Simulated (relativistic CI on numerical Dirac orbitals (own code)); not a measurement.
# Spin-allowed bands of a d3 ion in an octahedral site, by hand

Problem. A d3 ion in an octahedral site has a 4A2 ground term and spin-allowed bands at ν1 = 22100 and ν2 = 29190 cm⁻¹ (from a computed ligand-field model). Find Δ and the Racah parameter B, and predict the third band.

Working.
1. The F term splits into A2 (−1.2Δ), T2 (−0.2Δ) and T1 (+0.6Δ), so ν1 = E(T2) − E(A2) = Δ = 22100 cm⁻¹.
2. T1(F) mixes with T1(P), which lies at 15B, through an element 0.4Δ. The two roots, counted from A2, are ν2,3 = ½(15B + 3Δ) ∓ ½√[(15B − Δ)² + 12BΔ].
3. Solving the lower root for B gives B = (2ν1² + ν2² − 3ν1ν2)/(15ν2 − 27ν1) = -106420900/-158850 = 670 cm⁻¹.
4. The sum of the roots is 15B + 3Δ, so ν3 = 15B + 3ν1 − ν2 = 47159 cm⁻¹ (212 nm).

Check. The bands were computed by exact diagonalisation of the d3 shell with B = 670 and Δ = 22100 cm⁻¹, which gives ν3 = 47160 cm⁻¹. C does not enter the terms of highest spin.
